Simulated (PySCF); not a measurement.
## Correlation energy of Lu²⁺ (lutetium, charge +2)

Starting occupation: [Xe] 4f14 6s1, 6s1/2 with m_j = +1/2. All numbers are calculated (PySCF 2.14, X2C-1e with screened-nucleus spin-orbit coupling, Gaussian nucleus, in x2c-TZVPall-2c). Frozen: [Ar] 3d10; 41 electrons correlated; the 18 highest virtual spinors left out.

MP2 pair energies summed by pair of shells (mhartree):

```csv
pair,energy,share (%)
5p3/2-5p3/2,-52.67,7.5
5p1/2-5p3/2,-49.33,7.0
4f7/2-5p3/2,-43.30,6.1
4f5/2-4f7/2,-42.38,6.0
4d3/2-4d5/2,-37.14,5.3
4f5/2-5p3/2,-36.22,5.1
4f7/2-4f7/2,-30.89,4.4
4d5/2-4d5/2,-24.73,3.5
4f7/2-5p1/2,-24.70,3.5
4d5/2-4p3/2,-23.49,3.3
4d5/2-4f7/2,-20.56,2.9
4f5/2-4f5/2,-16.53,2.3
4d3/2-4p3/2,-16.44,2.3
5p3/2-6s1/2,-15.54,2.2
5p3/2-5s1/2,-13.64,1.9
4f5/2-5p1/2,-13.49,1.9
4d5/2-4f5/2,-12.75,1.8
4d5/2-4p1/2,-12.15,1.7
5p1/2-5p1/2,-12.05,1.7
4d5/2-5p3/2,-11.31,1.6
4d3/2-4f7/2,-11.23,1.6
4d3/2-4d3/2,-10.37,1.5
4d5/2-4s1/2,-10.18,1.4
4d3/2-4f5/2,-10.02,1.4
4f7/2-5s1/2,-9.58,1.4
4f7/2-4p3/2,-8.06,1.1
4d3/2-4p1/2,-7.61,1.1
4p1/2-4p3/2,-7.35,1.0
4d5/2-5s1/2,-7.20,1.0
4d3/2-5p3/2,-6.99,1.0
```

Total MP2 correlation energy: -706.80 mhartree.

This basis was not built for core-valence correlation, so the inner-shell part is incomplete.
